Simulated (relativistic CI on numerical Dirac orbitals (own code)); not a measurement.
# Excitation temperature from two lines of C II

Problem. In an optically thin plasma whose excited levels follow a Boltzmann distribution, the energy emitted in C II 7236.42 Å and 3920.69 Å has the ratio 1.65 (an assumed reading, corrected for the detector). Tabulated data (NIST Handbook of Basic Atomic Spectroscopic Data): upper levels 145550.7 and 157234.1 cm⁻¹, g = 6 and 2, A = 4.22 × 10^7 and 1.27 × 10^8 s⁻¹. Calculate the temperature, its uncertainty for 15 % in the ratio of intensities and A values together, and the strength of these other lines with tabulated A (λ in Å, g, A, upper level): 2836.71, 4, 3.98 × 10^7, 131735.5; 2837.60, 2, 3.97 × 10^7, 131724.4; 6578.05, 4, 3.63 × 10^7, 131735.5; 7231.32, 4, 3.52 × 10^7, 145549.3.

Working.
1. The emitted power of a line is proportional to (gA/λ) exp(−E/kT), so I₁/I₂ = (g₁A₁λ₂/g₂A₂λ₁) exp[(E₂ − E₁)/kT].
2. The prefactor is 0.5401 and E₂ − E₁ = 11683.4 cm⁻¹ = 1.449 eV.
3. kT = (E₂ − E₁)/ln(1.65/0.5401) = 11683.4/1.1168 = 10462 cm⁻¹ = 1.297 eV, or T = 15050 K.
4. δT/T = (kT/ΔE) × 15 % = 13.4 %; lines whose upper levels lie far apart give the better thermometer.
5. Other lines relative to the first: 2836.71 Å: 6, 2837.60 Å: 3, 6578.05 Å: 2.4, 7231.32 Å: 0.56.

Remark. Dense plasmas such as arcs and laser-ablation plumes come near a Boltzmann distribution among excited levels, though their strong lines may be self-absorbed. Low-pressure etch and deposition plasmas, at 10¹⁰ to 10¹³ electrons per cm³, do not: there the number found is an excitation temperature of these levels and not the electron temperature.
